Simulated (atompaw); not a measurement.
Cutoff test, P (Z = 15), PAW (atompaw)

atompaw 4.2.0.5 input, output lines left out:

```
P 15
GGA-PBE scalarrelativistic loggrid 1500 logderivrange -3 5 201
3 3 0 0 0 0
3 0 1.75
3 1 3.25
0 0 0
c
c
v
c
v
2
2.45 2.35 1.95 2.10
y
-0.6
n
y
0.9
n
y
-0.2
y
2.45
n
custom rrkj gramschmidtortho gaussian
3 0 troulliermartins
1.55
1.55
2.45
2.45
2.45
2.45
```

The pseudo-atom Hamiltonian at the reference potential is diagonalised in spherical Bessel functions j_l(qr) that vanish at 20 bohr, with q² up to the cutoff. All-electron valence levels (Ry): 3s -1.0402, 3p -0.4155.

Q: How do the lowest levels (Ry) of each channel move with the cutoff, and are there ghosts?

A:

```csv
cutoff (Ry),s #1,p #1,p #2,d #1,d #2,f #1,f #2,Σ f·Δε (mRy)
8,-1.0253,-0.4098,0.0273,0.0636,0.1412,0.1142,0.2422,44.5
10,-1.0321,-0.4140,0.0271,0.0635,0.1406,0.1142,0.2422,19.0
12,-1.0367,-0.4152,0.0270,0.0634,0.1402,0.1142,0.2422,7.0
18,-1.0398,-0.4154,0.0270,0.0634,0.1400,0.1142,0.2422,0.8
21,-1.0398,-0.4154,0.0270,0.0634,0.1400,0.1142,0.2422,0.7
25,-1.0399,-0.4155,0.0270,0.0634,0.1400,0.1142,0.2422,0.5
400,-1.0401,-0.4155,0.0270,0.0634,0.1400,0.1142,0.2422,0.0
```

Result: no extra level below or beside the all-electron valence levels (s, p, d, f tested); 10 mRy is reached at 12 Ry and 1 mRy at 18 Ry.
